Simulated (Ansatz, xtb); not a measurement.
## Ranking isomers of C3H10S2Si2

3 gas-phase structures of C3H10S2Si2, from a drawn sample of its isomers (lower ones may exist). Each was relaxed with GFN2-xTB; where two conformers were screened, the lower at r2SCAN-D4/def2-SVP is listed:

A. `CS/C=C/[SiH2]S[SiH3]`, a singlet
B. `CS[Si@@H]1C[SiH2]SC1`, a singlet
C. `C=CS[SiH2]S[SiH2]C`, a singlet

Estimate their order in r2SCAN-D4/def2-SVP energy at these geometries, lowest first.

Calculated order at r2SCAN-D4/def2-SVP: B (0.000), C (0.396), A (1.413) eV.

Energies above the lowest of each column, in eV; the last columns are at PBE-D3(BJ)/def2-SVP geometries and were run for some of them only (a dash: not run or not comparable):

| structure | GFN2-xTB | HF/STO-3G | r2SCAN-D4/def2-SVP | PBE-D3(BJ)/def2-SVP | CCSD(T)/def2-SVP + ΔMP2/def2-TZVPP |
| --- | --- | --- | --- | --- | --- |
| B | 0.236 | 0.000 | 0.000 | 0.000 | 0.000 |
| C | 0.000 | 1.731 | 0.396 | 0.321 | 0.318 |
| A | 0.598 | 2.400 | 1.413 | – | – |

CCSD(T)/def2-SVP + ΔMP2/def2-TZVPP puts B lowest of those it was run on; GFN2-xTB picks C. Some further structures that were screened fall inside this span and aren't listed. Flexible structures stand in one conformer each, not always the lowest. Frequencies (GFN2-xTB) were run for B, C alone. ΔMP2 is the change of the MP2 energy from the smaller to the larger basis.

Programs: Ansatz 0.2.0, xtb 6.7.1.
